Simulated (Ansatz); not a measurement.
Gas-phase electronic energies from Ansatz, PBE0-D4/def2-TZVP geometries. CBS: MP2 limit from def2 TZ/QZ plus the TZ coupled-cluster correction, frozen cores. Each species was taken in one conformer, which may not be the lowest.

Reaction (isomerisation): `O[SiH2]O[SiH2]O` → `O[SiH](O)O[SiH3]`

`O[SiH2]O[SiH2]O`:

Cartesian coordinates in Å:
```
O -0.083 1.185 1.611
Si -1.117 1.064 0.338
O -0.718 -0.185 -0.632
Si 0.578 -1.074 -1.085
O 1.583 -1.368 0.177
H -0.181 0.547 2.320
H -0.974 2.339 -0.397
H -2.506 0.833 0.801
H 0.103 -2.396 -1.540
H 1.286 -0.333 -2.160
H 2.028 -0.613 0.566
```

`O[SiH](O)O[SiH3]`:

```xyz
11

O    -1.519    1.902    0.035
Si   -1.100    0.342   -0.189
O    -0.557    0.034   -1.705
O     0.128   -0.080    0.782
Si    1.518   -0.949    0.829
H    -0.834    2.570   -0.013
H    -2.319   -0.423    0.126
H    -1.140    0.229   -2.439
H     1.310   -2.301    0.250
H     1.922   -1.076    2.251
H     2.588   -0.249    0.073
```

| species | CCSD(T)/CBS(def2) energy (Eh) |
| --- | --- |
| `O[SiH2]O[SiH2]O` | -807.48738 |
| `O[SiH](O)O[SiH3]` | -807.49113 |

(1) Work out ΔE.

(2) What do rigid-rotor, harmonic-oscillator terms from PBE0-D4/def2-TZVP frequencies (298.15 K, 1 bar) make of the CCSD(T)/CBS value? (Best estimate.)

Largest T1 diagnostic among the species: 0.012.

Answers

(1) ΔE = (-807.49113) − (-807.48738) = -0.00375 Eh = -2.4 kcal/mol.

(2) Computed: ΔZPE = -0.5 kcal/mol, ΔH = -2.7 kcal/mol, ΔS = 3 J/(mol·K), ΔG = -2.9 kcal/mol. Modes under 50 cm⁻¹ make the entropy rough.

Leaving LDA and LC-ωPBE aside and taking each functional with its dispersion term where it has one, the values, not all of them listed here, spread over 0.8 kcal/mol, from B97M-V to BLYP-D4.
